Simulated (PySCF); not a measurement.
Compound: vinyldifluoroborane, C2H3BF2.
Numbering: `[CH2:1]=[CH:2][B:3]([F:4])[F:5]` (hydrogens: H6, H7 on C1; H8 on C2)

Computed, not measured: PySCF 2.14.0, PBE0-D3(BJ)/def2-TZVP geometry optimisation, gas phase.

Problem. Give the optimised bond lengths and angles.

Solution. 
| bond | length (pm) |
| --- | --- |
| C1=C2 | 133.2 |
| C2–B3 | 154.3 |
| B3–F4, B3–F5 | 132.3 |
| C1–H6 | 108.6 |
| C1–H7 | 108.5 |
| C2–H8 | 108.7 |

Bonds in one row agree within 1 pm and their mean is given. A selection of angles:
| angle | degrees |
| --- | --- |
| C2–C1–H6 | 121.0 |
| C2–C1–H7 | 122.4 |
| H6–C1–H7 | 116.6 |
| C1–C2–B3 | 121.6 |
| C1–C2–H8 | 119.2 |
| B3–C2–H8 | 119.2 |
| C2–B3–F4 | 121.8 |
| F4–B3–F5 | 116.5 |

Torsions: C1–C2–B3–F4 -1° (synperiplanar).

B3 (three-coordinate boron) is planar (angles 121.8°, 121.7° and 116.5°, sum 360.0°, 0.00 Å off the plane of its three neighbours). The 5 heavy atoms lie in one plane (0.002 Å rms). Of the pairs four or more bonds apart, F4···H6 is among the closest relative to their van der Waals radii: 2.63 Å, 98 % of the sum of Bondi's values.

Point group: Cs (every atom within 0.08 Å of its image). Not checked by PBE0-D3(BJ)/def2-TZVP frequencies.

Time: 50 s wall; peak memory 0.77 GiB. Hardware: one thread of an Arm Neoverse V1, shared host with 64 logical CPUs at a one-minute load of 24. That covers the optimisation of the geometry.
